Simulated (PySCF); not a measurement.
## ³¹P chemical shifts

Calculated, not measured (PySCF 2.14): NMR shieldings at PBE0/pcSseg-1/GIAO, GFN2-xTB structure. Gas phase, relativity neglected, one computed conformer, rapidly exchanging positions averaged.

Shieldings were converted by a linear fit to measured shifts: ³¹P: δ = 270.09 − 0.828σ (rms 18.1 ppm, 64 shifts vs H3PO4, solution or neat liquid). Occasional misses reach two or three times the rms, and more in compound classes unlike the fitted ones.

Q: Give the ³¹P shifts of `NP1Cc2ccccc2C1`, `Cc1ccnc(C2CC2)p1`, `CP(C)C(F)=C(F)F`.

A: 
| compound | environment | δ (ppm) |
| --- | --- | --- |
| NP1Cc2ccccc2C1 | phosphorus bonded to 2 C, N, in a 5-membered ring | 40.7 |
| Cc1ccnc(C2CC2)p1 | phosphorus bonded to 2 C, in a 6-membered ring | 171.1 |
| CP(C)C(F)=C(F)F | phosphorus bonded to 3 C | -53.9 |

Q: Match the shifts 161.3, 33.1, 9.5, -25.2, -63.2, -196.5 ppm to `O=C=PC[SiH3]`, `C=C(C)Pc1ccccn1`, `Cc1nccc(C2CC2)p1`, `C=C[P@@](C)(=S)c1ccoc1`, `C[P@](=O)(O)Cc1ccccc1`, `c1cc(P2CCOCC2)co1`.

A: 161.3: Cc1nccc(C2CC2)p1 (phosphorus bonded to 2 C, in a 6-membered ring); 33.1: C[P@](=O)(O)Cc1ccccc1 (phosphorus bonded to 2 C, 2 O); 9.5: C=C[P@@](C)(=S)c1ccoc1 (phosphorus bonded to 3 C, S); -25.2: C=C(C)Pc1ccccn1 (phosphorus bonded to 2 C, H); -63.2: c1cc(P2CCOCC2)co1 (phosphorus bonded to 3 C, in a 6-membered ring); -196.5: O=C=PC[SiH3] (phosphorus bonded to 2 C).
